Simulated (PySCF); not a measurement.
[Hf(OH)(H)3], neutral singlet in the gas phase. 

Cartesian coordinates (Å):
```xyz
6

Hf     0.0902    -0.0094    -0.0075
O      0.1353    -0.3801    -1.8642
H      0.1634    -0.5682    -2.8041
H     -0.7907     1.6107     0.2324
H     -0.8233    -1.3948     0.8316
H      1.8457     0.0919     0.5970
```
Charge 0, spin multiplicity 1.

All levels are single points at this geometry (r2SCAN-D4/def2-SVP); Pople sets use spherical d functions. Orbital energies aren't observables, and empty levels follow the basis.

B3LYP/6-31G* (LANL2DZ on Hf) in PySCF gives gap (eV) = 6.02.

Task: Estimate the gap (eV) from each of these levels: PBE-D3(BJ)/def2-TZVP in PySCF; TPSSh-D3(BJ)/def2-TZVP in PySCF; B3LYP/6-311+G** (LANL2DZ on Hf) in PySCF; B3LYP/LANL2DZ in PySCF; BP86/6-31G* (LANL2DZ on Hf) in PySCF.

Result: 
```csv
level,gap (eV)
PBE-D3(BJ)/def2-TZVP in PySCF,4.33
TPSSh-D3(BJ)/def2-TZVP in PySCF,5.66
B3LYP/6-311+G** (LANL2DZ on Hf) in PySCF,6.00
B3LYP/LANL2DZ in PySCF,6.01
BP86/6-31G* (LANL2DZ on Hf) in PySCF,4.26
```
